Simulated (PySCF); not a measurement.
## Electron correlation in Cd (cadmium, neutral)

[Kr] 4d10 5s2, closed-shell 1S. Calculation: PySCF 2.14, in x2c-TZVPPall (8s6p6d2f1g, 79 functions); the spin-free X2C one-electron Hamiltonian (Gaussian nucleus). Frozen: [Ar] 3d10; 20 electrons correlated.

```
  level  correlation energy (mhartree)
   CCSD                        -680.13
    (T)                         -19.19
CCSD(T)                        -699.32
```

Diagnostics: T1 = 0.015, D1 = 0.0602, largest double amplitude 0.077.

Question: Is a single reference adequate?

Answer: Mostly. T1 lies below 0.03, but a double amplitude of this size points to a near-degeneracy that CCSD handles and MP2 describes poorly.

This basis was not built for core-valence correlation, so the inner-shell part is incomplete.
